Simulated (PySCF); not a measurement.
ethylene carbonate (C$_{3}$H$_{4}$O$_{3}$), singlet, at a GFN2-xTB geometry. Base run: DF-PBE/def2-SV(P) run with PySCF.

Here is a job for PySCF.
```python
from pyscf import gto, scf, dft

mol = gto.Mole()
mol.atom = '''
    O     2.023648   -0.101964   -0.022196
    C     0.841292   -0.042389   -0.009227
    O     0.025280   -1.109066    0.060159
    C    -1.329230   -0.704059    0.056644
    C    -1.252658    0.834151   -0.028325
    O     0.135297    1.100975   -0.061921
    H    -1.804684   -1.055102    0.976343
    H    -1.829133   -1.152343   -0.806069
    H    -1.710429    1.232215   -0.937789
    H    -1.685980    1.329456    0.844623
'''
mol.basis = 'def2-sv(p)'
mol.charge = 0
mol.spin = 0
mol.verbose = 4
mol.symmetry = True
mol.build()

mf = dft.RKS(mol)
mf.xc = 'pbe'
mf = mf.density_fit(auxbasis='def2-universal-jkfit')
mf.kernel()
mf.analyze()
```

The base run was repeated with changes; each row names its change, and settings that it needs were set with it.

```tsv
change	ΔE vs base (eV)	point group used	SCF cycles	outcome
base	0.00	C2v	11	converged
symmetry = off	0.00	C1	11	converged
irrep_nelec = A1:24 A2:4 B1:6 B2:12	-	-	50	not converged
irrep_nelec = A1:24 A2:2 B1:6 B2:14	16.56	C2v	11	converged
symmetry_subgroup = Cs	0.00	Cs	11	converged
irrep_nelec = A1:20 A2:4 B1:8 B2:14	-	-	50	not converged
irrep_nelec = A1:22 A2:2 B1:8 B2:14	17.70	C2v	21	converged
symmetry_subgroup = C2	0.00	C2	11	converged
```
